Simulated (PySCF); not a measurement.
GeCl₄, SMILES [Cl][Ge]([Cl])([Cl])[Cl].

Geometry optimised at ωB97X-D3(BJ)/def2-SVP. The isomer is the one that the SMILES or the coordinates give; other isomers of the formula were not compared.

Method: PySCF with CAM-B3LYP/def2-TZVP.

Symmetry labels are those of the subgroup D2 that the program uses (full group Td).

Question: List the valence orbital energies around the gap with their symmetry. (An estimate is asked for; the answer gives what the named calculation found.)

Answer: 
```tsv
orbital	symmetry	energy (eV)
HOMO−7	A	-11.88
HOMO−6	A	-11.88
HOMO−5	B1	-11.54
HOMO−4	B3	-11.54
HOMO−3	B2	-11.54
HOMO−2	B1	-11.04
HOMO−1	B2	-11.04
HOMO	B3	-11.04
LUMO	A	-1.19
LUMO+1	B2	1.42
LUMO+2	B1	1.42
LUMO+3	B3	1.42
```
